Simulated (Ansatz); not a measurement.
Input for Ansatz (a program for electronic structure): R-CCSD(T)/def2-TZVPP on H2PbS (SMILES [SH][PbH]), a point of a torsion scan. Elements past Kr take the def2 small-core potentials; no spin–orbit coupling. The run froze 14 orbitals, filled d shells among them.

Ansatz 0.2 input:
```yaml
crystal:
  periodic: [false, false, false]
  atoms:
    - {symbol: S, position_ang: [-1.33315255, 0.69460940, 0.22573905]}
    - {symbol: Pb, position_ang: [1.15850647, 0.66070824, -0.16142387]}
    - {symbol: H, position_ang: [-1.59745614, -0.54677384, -0.16145530]}
    - {symbol: H, position_ang: [1.25034873, 2.45707155, -0.51626814]}
basis:
  gaussian:
    orbitals: def2-TZVPP
magnetization: {spin_polarized: false}
correlation: {method: ccsd_t, electrons: outside_noble_gas}
scf: {lower_state_search: off}
```

Output:

```
WARN ansatz: RAYON_NUM_THREADS=1 ignored (pool sized by the plan → 1); use --threads N
Functional definition: HF
these checks for a lower state are left out or cut short: stability, starts, cluster_reference, orbital_swaps, neighbouring_geometries, increment
integrals: 0.18 GiB planned
876 factors; integrals over basis functions are off by at most 8.6e-4 eV
mean field: 0.30 GiB planned
mean field evaluation 1: about -16068.7012 eV, gradient 1.6e1 eV
mean field evaluation 2: about -16068.7232 eV, gradient 1.6e1 eV
mean field evaluation 4: about -16069.7728 eV, gradient 1.9e0 eV
mean field evaluation 8: about -16069.7999 eV, gradient 2.5e-1 eV
mean field -16069.80039333 eV, -590.5542719530 hartree, gradient 9.0e-6 eV, S^2 0.000000; 0 other end points of the search recorded, 0 dependent functions left out
14 core orbitals not correlated
reference -16069.80039333 eV, -590.5542719530 hartree; 6, 6 occupied and 100, 100 virtual orbitals, 876 factors
second order -7.07219337 eV of doubles, -0.00000000 eV of singles
coupled cluster: 0.48 GiB planned
cycle   1  -7.64652730 eV  change   -5.7e-1 eV  update   7.4e-2
cycle   2  -7.89315890 eV  change   -2.5e-1 eV  update   2.6e-2
cycle   3  -7.93867862 eV  change   -4.6e-2 eV  update   1.4e-2
cycle   4  -7.93499730 eV  change    3.7e-3 eV  update   4.9e-3
cycle   5  -7.93386918 eV  change    1.1e-3 eV  update   2.5e-3
cycle   6  -7.93371616 eV  change    1.5e-4 eV  update   1.1e-3
cycle   7  -7.93374378 eV  change   -2.8e-5 eV  update   3.8e-4
cycle   8  -7.93383404 eV  change   -9.0e-5 eV  update   1.5e-4
cycle   9  -7.93381899 eV  change    1.5e-5 eV  update   6.2e-5
cycle  10  -7.93380715 eV  change    1.2e-5 eV  update   3.0e-5
cycle  11  -7.93381692 eV  change   -9.8e-6 eV  update   1.4e-5
perturbative correction -0.34442715 eV, -0.0126574642 hartree
Total energy: -16078.07863740 eV, -590.8584918112 hartree
Checks for a lower state left out: stability, starts, cluster_reference, orbital_swaps, neighbouring_geometries, increment
```

The run converged.

Cost: around 5 core-seconds (rough).
